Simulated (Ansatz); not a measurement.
`C#[C][Ga]([F])[F]` + HI → `[F][Ga]([F])[I]` + `C#C` at 700 K and 1 bar (ligand exchange at a Ga–C bond).

Computed with Ansatz on PBE0-D4/def2-TZVP structures; ΔE is electronic, products minus reactants. CCSD(T)/CBS is the MP2 limit (def2-TZVPP, def2-QZVPP) plus CCSD(T) − MP2 in def2-TZVPP, frozen cores. This one scheme is used for every species. def2 core potentials past Kr. For Ga, I outer-core shells are correlated without core-valence functions, which leaves a few kJ/mol of doubt a bond. Scalar relativity is left out up to krypton.

```csv
species,CCSD(T)/CBS energy (Eh),H − E (kJ/mol),S (J/(mol·K))
`C#[C][Ga]([F])[F]`,-2200.25765,120.7,418.7
HI,-298.03592,34.6,231.7
`[F][Ga]([F])[I]`,-2421.09887,60.5,397.8
`C#C`,-77.22717,102.1,244.4
```

H − E and S are ideal-gas, rigid-rotor, harmonic terms from PBE0-D4/def2-TZVP. 1 Eh = 2625.50 kJ/mol, R = 8.31446 J/(mol·K).

Q: By hand: ΔE, ΔH, ΔS and ΔG.

A: ΔE = (-2421.09887) + (-77.22717) − (-2200.25765) − (-298.03592) = -0.03247 Eh = -85.2 kJ/mol. Δ(H − E) = 60.5 + 102.1 − 120.7 − 34.6 = 7.3, so ΔH = -77.9 kJ/mol. ΔS = 397.8 + 244.4 − 418.7 − 231.7 = -8.2 J/(mol·K). ΔG = -77.9 − 700 × (-8.2)/1000 = -72.2 kJ/mol.

Q: By hand: the equilibrium constant, and the temperature at which ΔG would vanish if ΔH and ΔS stayed fixed.

A: log₁₀ K = −ΔG/(RT ln 10) = 5.4. ΔG = 0 at ΔH/ΔS = 9500 K, far beyond where these terms or the molecules hold.

The number of gas molecules stays the same, so ΔS is small and ΔH decides. A doubt of 5 kJ/mol in ΔE shifts log₁₀ K by 0.4 here. These are equilibria of isolated gas molecules and say nothing of rates. Largest T1 diagnostic: 0.015 (customary marks: 0.02 for closed shells, 0.045 for open ones).
